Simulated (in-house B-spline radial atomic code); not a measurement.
Atomic self-consistent-field run: neutral chromium (an excited or competing configuration). Method: non-relativistic r2SCAN0, spin-polarised, spherical fractional occupations, exact exchange averaged over the configuration, point nucleus. Calculated with an all-electron radial atomic-structure program (B-spline basis).

Command:
```bash
python run_scf.py task.json out
```
Settings:
```
Z                24
configuration    [Ar] 3d4 4s2
hamiltonian      nr
method           r2scan0
spin_polarised   True
exact_exchange   averaged over the configuration
```

Output (hartree, bohr):
```
 radial grid: 57 intervals, B-splines of order 8, outer radius 50 bohr

 iter        energy (Eh)    residual
    1       -1044.329114    4.37e-02
    2       -1044.335055    2.71e-03
    3       -1044.335203    1.58e-03
    4       -1044.335223    1.00e-03
    5       -1044.335236    2.74e-04
    6       -1044.335237    6.15e-05
    7       -1044.335237    1.44e-05
    8       -1044.335237    9.74e-06
    9       -1044.335237    3.54e-06
   10       -1044.335237    6.09e-07
   11       -1044.335237    1.13e-07

 total energy                     -1044.33524
 kinetic                            1043.4664
 electron-nucleus                  -2478.6237
 Hartree                             439.2185
 exact exchange                      -11.7711
 exchange-correlation                -36.6253

 orbital      occ     eigenvalue          <r>       <r^2>       <1/r>       r_max
 1s up      1.000      -216.6369     0.064189  0.00552809     23.5198     0.04225
 1s down    1.000      -216.6378    0.0641892  0.00552807     23.5197     0.04225
 2s up      1.000       -25.1078     0.295313     0.10299     4.99511      0.2457
 2s down    1.000       -25.0309     0.294656    0.102481      5.0059      0.2455
 2p up      3.000       -21.2890     0.260984   0.0837706     4.92171       0.199
 2p down    3.000       -21.2259     0.260195   0.0831881     4.93254      0.1988
 3s up      1.000        -3.1472     0.904377     0.94283     1.55198      0.7815
 3s down    1.000        -2.9367     0.907018    0.948457     1.54423      0.7822
 3p up      3.000        -2.0529     0.960286     1.08563     1.42501      0.7994
 3p down    3.000        -1.8267     0.965782     1.09955     1.41484       0.801
 3d up      4.000        -0.3595      1.25473     2.07039     1.07186      0.8214
 4s up      1.000        -0.2194      3.16485     11.5424     0.40858       2.619
 4s down    1.000        -0.1846      3.51865     14.3117    0.360998       2.866
```

Run time, properties included: 0.33 s on 1 thread of AMD EPYC 7R43 64-Core Processor (shared host).
